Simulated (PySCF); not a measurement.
Compound: C4H7F2O (doublet state).
Z-matrix (Å and degrees, GFN2-xTB geometry), rows numbered from 1:
```
C 
C   1  1.5185
C   2  1.5155  1  113.06
O   2  1.4872  1  109.29  3   117.42
C   4  1.2899  2  120.78  1    71.83
F   5  1.3513  4  118.98  2    47.01
F   5  1.3552  4  118.93  2   -87.05
H   1  1.0871  2  109.34  3    61.35
H   1  1.0874  2  110.12  3   -58.40
H   1  1.0878  2  111.13  3  -178.85
H   2  1.0964  1  110.78  3  -124.97
H   3  1.0860  2  110.25  1   177.39
H   3  1.0864  2  109.63  1   -62.59
H   3  1.0862  2  109.91  1    57.49
```

The hyperfine couplings belong to this conformer and change with its torsions.

The species is `CC(C)O[C](F)F` [radical].

Level of theory: PySCF 2.14.0, UKS B3LYP, pcH-1 on C F H O, non-relativistic, mean-field spin-orbit, GIAO. The structure is a single GFN2-xTB conformer in the gas phase; no vibrational or solvent corrections. A GFN2-xTB geometry isn't a minimum of the functional, and hyperfine couplings can be far from their values at a DFT geometry. No stability test was run, so a lower SCF solution isn't excluded.

Question: What is the g tensor, term by term?

Answer: 
```csv
Δg (ppm),1,2,3
relativistic mass correction,-267,-267,-267
gauge correction,24,-51,-29
orbital Zeeman/spin–orbit,-275,1832,2033
total,-518,1514,1738
```

So g = 2.00180, 2.00383, 2.00406 and g_iso = 2.00323; the tensor is close to axial: the two nearest values differ by 10 % of g3 − g1. 

Question: What effective moment and Curie constant follow for a powder?

Answer: With the mean of g² = 4.0129 and S(S+1) = 0.75: μ_eff = √(⟨g²⟩S(S+1)) = 1.735 μB and χT = 0.12505·⟨g²⟩·S(S+1) = 0.376 cm³ K/mol (cgs; spin-Hamiltonian part alone).

Question: What are the electron Larmor frequencies g μB B/h along the three axes at 340 mT?

Answer: 9.5260, 9.5357, 9.5368 GHz for g1, g2 and g3, a range of 10.7 MHz.

Question: At 9.309 GHz, how far is the centre of the isotropic spectrum from where a free electron (g = 2.002319) resonates?

Answer: B = hν/(g μB) with μB/h = 13.99624 MHz/mT gives 332.17 mT for the free electron and 332.02 mT at g_iso, 0.15 mT lower.

Question: In a frozen sample, at which fields do the three g values resonate at 9.5, 34, 94 and 263 GHz (hyperfine left aside), and which band first spreads them over more than twice a line width of 0.3 mT?

Answer: 
```
band    GHz  B(g3) mT  B(g2) mT  B(g1) mT  spread mT
   X    9.5    338.69    338.73    339.07       0.38
   Q   34.0   1212.15   1212.29   1213.52       1.37
   W   94.0   3351.25   3351.62   3355.02       3.78
   J  263.0   9376.36   9377.40   9386.92      10.56
```

The spread grows in proportion to the frequency. Q band is the first where it exceeds 0.6 mT.

The largest Mulliken spin populations are on C5 (+0.81) and C2 (+0.08). No atom but C5 exceeds +0.15. The angles at C5 add up to 345.3°, so it is pyramidal.

The HOMO–LUMO gaps are 6.92 eV among the α and 7.49 eV among the β orbitals.

Time: 47 s wall (with the writing of density and orbital grids); peak memory 0.98 GiB. Hardware: one thread of an Arm Neoverse V1, shared host.
